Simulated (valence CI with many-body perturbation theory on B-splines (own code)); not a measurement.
**Energy levels of Zr35+**

Calculated by relativistic CI+MBPT: three valence electrons over a frozen Dirac-Fock core [He], radial functions for each j: 11 s, 11 p, 10 d, 8 f, 5 g, 2 h, with the one-electron correlation potential Σ1 (screened to all orders), the two-electron term Σ2, the three-electron term Σ3, Breit, model QED; selected single and double excitations, second order for the rest, scaled by the run's own slope (own B-spline code, finite nucleus).

No measured spectrum was set against this ion. As an estimate, large intervals hold to a few tenths of a per cent, small ones and those within an open d or f shell to about a per cent.

Levels 46 to 90 of 211, with energies above the lowest level, (2s^2 2p1/2) J=1/2. "Leading %" is the weight of the configuration and term that name the level; weights of strongly mixed levels are sums over their largest components and can fall short. In the jj column 3d3/2^4 stands for four electrons in 3d with j = 3/2. Lifetimes count E1, E2, E3, M1 and M2 decay at the calculated energies, and are blank where another channel may lead or the interval is too uncertain; long ones can be off by a factor of two.

```
No.  Configuration  Term    J  E (× 10³ cm⁻¹)  Leading %      g                 Leading jj  Lifetime
 46       2s.2p.3p    4D  7/2           23293        100  1.421     2s 2p3/2 3p3/2 (100 %)   12.9 ps
 47       2s.2p.3p    2P  3/2           23321         48  1.513      2s 2p3/2 3p3/2 (96 %)   30.7 fs
 48       2s.2p.3p    2D  5/2           23403         52  1.373      2s 2p3/2 3p3/2 (96 %)   28.1 fs
 49         2p2.3p   4D°  1/2           23405         43  0.663       2p1/2^2 3p1/2 (92 %)   41.6 fs
 50       2s.2p.3p    2S  1/2           23421         55  1.561      2s 2p3/2 3p3/2 (94 %)   20.8 fs
 51       2s.2p.3p    2P  1/2           23524         61  1.118      2s 2p3/2 3p1/2 (91 %)   33.3 fs
 52       2s.2p.3p    2D  3/2           23534         67  0.963      2s 2p3/2 3p1/2 (92 %)   73.3 fs
 53       2s.2p.3d   4F°  9/2           23576        100  1.327     2s 2p3/2 3d5/2 (100 %)    497 ps
 54       2s.2p.3d   4D°  5/2           23584         50  1.264      2s 2p3/2 3d3/2 (97 %)   7.49 fs
 55       2s.2p.3d   4D°  7/2           23590         52  1.324      2s 2p3/2 3d3/2 (60 %)   8.47 fs
 56       2s.2p.3d   4P°  3/2           23601         50  1.420      2s 2p3/2 3d3/2 (96 %)   6.91 fs
 57       2s.2p.3d   4P°  1/2           23610         87  2.339      2s 2p3/2 3d3/2 (97 %)   7.90 fs
 58         2p2.3p   4D°  3/2           23673         29  1.336       2p1/2^2 3p3/2 (91 %)   31.0 fs
 59       2s.2p.3d   2D°  5/2           23679         45  1.288      2s 2p3/2 3d5/2 (98 %)   10.3 fs
 60       2s.2p.3p    2D  5/2           23706         77  1.243      2s 2p3/2 3p3/2 (86 %)   82.3 fs
 61       2s.2p.3d   2D°  3/2           23718         39  1.153      2s 2p3/2 3d5/2 (90 %)   11.3 fs
 62       2s.2p.3p    2P  3/2           23742         45  1.283      2s 2p3/2 3p3/2 (69 %)   63.3 fs
 63       2s.2p.3d   2F°  7/2           23764         85  1.177      2s 2p3/2 3d5/2 (61 %)   5.95 fs
 64       2s.2p.3p    2S  1/2           23804         65  1.762      2s 2p3/2 3p3/2 (84 %)    234 fs
 65       2s.2p.3d   2P°  1/2           23812         84  0.672      2s 2p3/2 3d5/2 (96 %)   7.70 fs
 66         2p2.3s    4P  3/2           23815         74  1.581      2p1/2 2p3/2 3s (80 %)   72.6 fs
 67         2p2.3d    4F  3/2           23864         41  0.776       2p1/2^2 3d3/2 (94 %)   53.7 fs
 68         2p2.3s    2P  1/2           23879         61  1.228      2p1/2 2p3/2 3s (84 %)   47.2 fs
 69         2p2.3s    2D  5/2           23907         42  1.352      2p1/2 2p3/2 3s (79 %)   27.7 fs
 70         2p2.3s    2D  3/2           23960         53  1.029      2p1/2 2p3/2 3s (87 %)   45.0 fs
 71         2p2.3d    2D  5/2           23987         23  1.212       2p1/2^2 3d5/2 (83 %)   16.3 fs
 72       2s.2p.3d   2F°  5/2           23990         69  0.928      2s 2p3/2 3d3/2 (87 %)   6.96 fs
 73       2s.2p.3d   2D°  3/2           24007         74  0.890      2s 2p3/2 3d3/2 (81 %)   6.40 fs
 74       2s.2p.3d   2F°  7/2           24022         84  1.163      2s 2p3/2 3d5/2 (92 %)   17.5 fs
 75         2p2.3p   4P°  1/2           24031         35  1.523   2p1/2 2p3/2 3p1/2 (85 %)   22.6 fs
 76       2s.2p.3d   2P°  1/2           24054         76  0.778      2s 2p3/2 3d3/2 (82 %)   10.2 fs
 77         2p2.3p   4D°  3/2           24072         49  1.138   2p1/2 2p3/2 3p1/2 (89 %)   42.7 fs
 78       2s.2p.3d   2D°  5/2           24084         74  1.150      2s 2p3/2 3d5/2 (93 %)   5.99 fs
 79       2s.2p.3d   2P°  3/2           24112         83  1.305      2s 2p3/2 3d5/2 (85 %)   8.46 fs
 80         2p2.3p   2F°  5/2           24148         37  1.114   2p1/2 2p3/2 3p1/2 (87 %)   50.6 fs
 81         2p2.3p   4D°  5/2           24274         52  1.421   2p1/2 2p3/2 3p3/2 (99 %)   30.8 fs
 82         2p2.3p   2P°  3/2           24279         34  1.394   2p1/2 2p3/2 3p1/2 (87 %)   24.5 fs
 83         2p2.3p   4P°  1/2           24298         40  1.762   2p1/2 2p3/2 3p3/2 (97 %)   28.3 fs
 84         2p2.3p   2D°  3/2           24334         45  1.229   2p1/2 2p3/2 3p3/2 (89 %)   26.5 fs
 85         2p2.3p   2F°  7/2           24370         52  1.266   2p1/2 2p3/2 3p3/2 (95 %)   36.5 fs
 86         2p2.3p   2P°  3/2           24425         47  1.368   2p1/2 2p3/2 3p3/2 (96 %)   25.8 fs
 87         2p2.3p   2D°  5/2           24471         48  1.181   2p1/2 2p3/2 3p3/2 (94 %)   28.5 fs
 88         2p2.3d    4F  3/2           24506         41  0.944   2p1/2 2p3/2 3d3/2 (97 %)   31.6 fs
 89         2p2.3d    4F  5/2           24514         53  0.975   2p1/2 2p3/2 3d3/2 (95 %)   80.4 fs
 90         2p2.3d    4D  1/2           24526         81  0.210  2p1/2 2p3/2 3d3/2 (100 %)   62.1 fs
```
